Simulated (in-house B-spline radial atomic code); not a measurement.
Results of a calculation; reference values are marked as such.
## Making a Troullier-Martins s channel for Cu, r_c = 2.03 bohr

Cu, [Ar] 3d10 4s1, non-relativistic PBE, spherical and spin-unpolarised, from an all-electron radial atomic-structure program (B-spline basis) (atomic units). The all-electron 4s level is ε = -0.163112 hartree, its outermost node lies just inside 0.91 bohr and its outer maximum at 2.33 bohr.

Inside r_c the pseudo-orbital is u(r) = r^1 exp(p(r)), with p = c0 + c2 r² + c4 r⁴ + … + c12 r¹². The seven coefficients follow from p and its first four derivatives at r_c, from zero curvature of the screened potential at the origin, c4 = −c2²/(2l + 5), and from the norm inside r_c. At r_c the all-electron orbital has P = 0.598211, P' = 0.1151535, the screened potential V = -0.5677696, V' = 0.6231762, V'' = -1.101416, and the norm inside is Q = 0.2256898.

(1) What are p, p' and p'' at r_c?

For a trial c2 the five matching conditions are linear in c0, c6, c8, c10 and c12, and c2 is varied until the norm inside r_c equals Q. The root nearest zero gives:

| n | c_n |
| --- | --- |
| 0 | -2.131287 |
| 2 | 0.7672873 |
| 4 | -0.117746 |
| 6 | -0.0525156 |
| 8 | 0.02196092 |
| 10 | -0.00310608 |
| 12 | 0.0001593212 |

(2) Check c4 and p(r_c), and find the screened pseudopotential at the origin.

Orbitals and screened potentials:

```csv
r (bohr),P,u,V all-electron,V pseudo
0.203,0.1259,0.02486,-76.0,2.136
0.507,-0.2445,0.07267,-15.46,2.026
0.812,-0.08532,0.1502,-5.328,1.501
1.116,0.1974,0.2709,-2.41,0.4467
1.421,0.4106,0.4184,-1.317,-0.5626
1.725,0.5373,0.5372,-0.8247,-0.7936
2.03,0.5982,0.5982,-0.5678,-0.5678
```

Logarithmic derivatives P'/P at R = 2.33 bohr, for energies E around ε:

```csv
E − ε (hartree),all-electron,pseudo
-0.5,0.690138,0.687187
-0.25,0.383824,0.382718
-0.1,0.162925,0.162692
0,-0.00576118,-0.00576073
0.1,-0.196662,-0.197015
0.25,-0.538976,-0.542138
0.5,-1.35734,-1.3835
```

(3) With P(R) = 0.6136946 and a norm of 0.3369287 inside R, what slope in energy does norm conservation fix?

## Answers

(1) p = ln(P/r_c^1) = ln(0.598211/2.03) = -1.22185. p' = P'/P − 1/r_c = 0.19250 − 0.49261 = -0.30011. The radial equation gives p'' = 2(V − ε) − 2(1) p'/r_c − p'² = -0.80932 − (-0.29568) − 0.09007 = -0.60370. Differentiating, p''' = 2V' + 2(1)p'/r_c² − 2(1)p''/r_c − 2p'p'' = 1.3331, and p'''' = 2V'' − 4(1)p'/r_c³ + 4(1)p''/r_c² − 2(1)p'''/r_c − 2p''² − 2p'p''' = -3.8875.

(2) −c2²/5 = -0.117746, as listed. The terms c_n r_c^n are -2.13129, 3.16191, -1.99954, -3.67506, 6.33314, -3.69125, 0.78024, which sum to -1.22185. Inverting the radial equation, V_l(r) = ε + 1 p'/r + (p'' + p'²)/2, so V_l(0) = ε + (2l + 3) c2 = -0.163112 + 3 × (0.767287) = 2.1387 hartree, finite where the all-electron potential diverges.

(3) d(P'/P)/dE = −2 × (norm inside R)/P(R)² = -1.7892 per hartree·bohr at E = ε, for both atoms, since orbital and norm agree at R. Differences over ±0.1 hartree give -1.7979 (all-electron) and -1.7985 (pseudo), which also hold third-order terms. Half a hartree below ε the two curves differ by -0.0030.
